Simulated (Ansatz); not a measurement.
`NB(S)O[SiH3]` + `CCl` → `NB(S)Cl` + `CO[SiH3]`  (formal exchange of groups at a B–O bond)

Calculated with Ansatz (gas phase, PBE0-D4/def2-TZVP geometries, no zero-point term in ΔE). CCSD(T)/CBS adds triple-zeta CCSD(T) − MP2 to the extrapolated MP2 energy (def2 sets, frozen cores). This one scheme is used for every species. Functionals use def2-TZVPP. One conformer a species, not always the lowest.

```csv
level,ΔE (kJ/mol)
B2PLYP,58.9
MP2/def2-TZVPP,57.7
```

(1) What does CCSD(T)/CBS give? (An estimate is asked.)

Largest T1 diagnostic among the species: 0.012.

Results:

(1) Ansatz gave: +61.4 kJ/mol. The listed levels differ from it by -2.5, -3.7 kJ/mol.

From PBE to PBE0 (25 % exact exchange), in def2-TZVPP and without D4, ΔE moves by +3.5 kJ/mol. At CCSD(T), def2-SVP lies −16.8 kJ/mol from the extrapolated value and def2-TZVPP −2.5 kJ/mol. Leaving LDA and LC-ωPBE aside and taking each functional with its dispersion term where it has one, the values, not all of them listed here, spread over 12.6 kJ/mol, from revPBE-D4 to BHLYP-D4.
